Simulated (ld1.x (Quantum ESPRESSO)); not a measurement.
## Reading a pseudo-wave (Ir (Z = 77))

Columns: radius, all-electron u(r) and pseudo u(r) of the 5d shell (level -7.70 eV) of iridium in the configuration [Xe] 4f14 5d7 6s1.75 6p0.25; PW91, scalar-relativistic, PAW scheme, ld1.x (Quantum ESPRESSO) 7.5.

```json
{"r (bohr)": "0.150", "all-electron": "0.1901", "pseudo": "0.0017"}
{"r (bohr)": "0.300", "all-electron": "-0.3310", "pseudo": "0.0133"}
{"r (bohr)": "0.450", "all-electron": "-0.3074", "pseudo": "0.0426"}
{"r (bohr)": "0.600", "all-electron": "0.0329", "pseudo": "0.0937"}
{"r (bohr)": "0.750", "all-electron": "0.3756", "pseudo": "0.1665"}
{"r (bohr)": "0.900", "all-electron": "0.6204", "pseudo": "0.2560"}
{"r (bohr)": "1.050", "all-electron": "0.7621", "pseudo": "0.3537"}
{"r (bohr)": "1.200", "all-electron": "0.8240", "pseudo": "0.4492"}
{"r (bohr)": "1.350", "all-electron": "0.8315", "pseudo": "0.5319"}
{"r (bohr)": "1.500", "all-electron": "0.8056", "pseudo": "0.5932"}
{"r (bohr)": "1.650", "all-electron": "0.7605", "pseudo": "0.6277"}
{"r (bohr)": "1.800", "all-electron": "0.7061", "pseudo": "0.6344"}
{"r (bohr)": "1.950", "all-electron": "0.6481", "pseudo": "0.6165"}
{"r (bohr)": "2.100", "all-electron": "0.5903", "pseudo": "0.5801"}
{"r (bohr)": "2.250", "all-electron": "0.5347", "pseudo": "0.5329"}
{"r (bohr)": "2.400", "all-electron": "0.4824", "pseudo": "0.4824"}
{"r (bohr)": "2.550", "all-electron": "0.4340", "pseudo": "0.4340"}
{"r (bohr)": "2.700", "all-electron": "0.3895", "pseudo": "0.3895"}
{"r (bohr)": "2.850", "all-electron": "0.3491", "pseudo": "0.3491"}
{"r (bohr)": "3.000", "all-electron": "0.3123", "pseudo": "0.3123"}
{"r (bohr)": "3.150", "all-electron": "0.2792", "pseudo": "0.2792"}
{"r (bohr)": "3.300", "all-electron": "0.2493", "pseudo": "0.2493"}
{"r (bohr)": "3.450", "all-electron": "0.2225", "pseudo": "0.2225"}
{"r (bohr)": "3.600", "all-electron": "0.1984", "pseudo": "0.1984"}
{"r (bohr)": "3.750", "all-electron": "0.1769", "pseudo": "0.1769"}
{"r (bohr)": "3.900", "all-electron": "0.1576", "pseudo": "0.1576"}
```

Task: How many radial nodes do the two functions have?

Result: The all-electron 5d function has n − l − 1 = 2; the pseudo-wave has 0, since the states of the same l below it are removed with the core.

Task: At about which radius was the pseudo-wave matched?

Result: 2.60 bohr. The columns agree to 0.0005 from 2.40 bohr on; several derivatives are matched, so the curves merge somewhat inside the radius.

Task: Where does each function peak?

Result: Outermost all-electron maximum near 1.35 bohr, pseudo maximum near 1.80 bohr (to the table’s step).

Task: Is the pseudo-wave norm-conserving?

Result: No, it belongs to a PAW set: the norm inside the radius is not constrained, and the difference is carried by the augmentation charge.
